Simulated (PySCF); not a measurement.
A side-by-side comparison of computed properties.

First species: Ti(SH)4 (singlet state).
SMILES: `[SH][Ti]([SH])([SH])[SH]`

Second species: C2H12O2SSi3.
SMILES: `CO[Si@@H]([SiH2]O[SiH3])SC`

Levels: wB97X-D/def2-SVPD for HOMO energy, LUMO energy, HOMO–LUMO gap and static isotropic polarisability; TDDFT wB97X-D/def2-SVPD for lowest singlet excitation; TDA wB97X-D/def2-SVPD for lowest triplet excitation (Tamm–Dancoff). Geometries: PBE0-D3(BJ)/def2-SVP. Each species is one conformer at its optimised geometry, gas phase, non-relativistic unless stated; the electronic structure was computed with PySCF and density fitting.

Dipoles, sizes and rotational constants follow the conformer. The torsions of the flexible species, by atom-mapped SMILES:
- `[CH3:1][O:2][Si@@H:3]([SiH2:4][O:5][SiH3:6])[S:7][CH3:8]`: C1–O2–Si3–Si4 -178°, O2–Si3–Si4–O5 170°, Si3–Si4–O5–Si6 -164°, O2–Si3–S7–C8 161°

Values for the first species:

- HOMO energy: -9.74 eV
- LUMO energy: -1.42 eV
- HOMO–LUMO gap: 8.32 eV
- Lowest singlet excitation: 3.47 eV
- Lowest triplet excitation (Tamm–Dancoff): 3.22 eV
- Static isotropic polarisability: 127.9 au

Question: Estimate the same properties for the second species, and the change in each.

Answer: 
```tsv
property	first	second	second less first
HOMO energy	-9.74 eV	-8.50 eV	+1.24 eV
LUMO energy	-1.42 eV	0.90 eV	+2.32 eV
HOMO–LUMO gap	8.32 eV	9.40 eV	+1.08 eV
lowest singlet excitation	3.47 eV	5.11 eV	+1.64 eV
lowest triplet excitation (Tamm–Dancoff)	3.22 eV	4.77 eV	+1.55 eV
static isotropic polarisability	127.9 au	133.4 au	+5.5 au
```

On the first: The vertical singlet–triplet gap S1 − T1 is 0.25 eV (TDDFT singlet less Tamm–Dancoff triplet). The principal polarisabilities are 125.4, 126.8 and 131.3 au; their mean is the isotropic value.

On the second: The 10 singlets span 5.11 to 7.45 eV, and their oscillator strengths add up to 0.20. The vertical singlet–triplet gap S1 − T1 is 0.34 eV (TDDFT singlet less Tamm–Dancoff triplet; S1: HOMO→LUMO, weight 0.79; T1: HOMO→LUMO, weight 0.76).
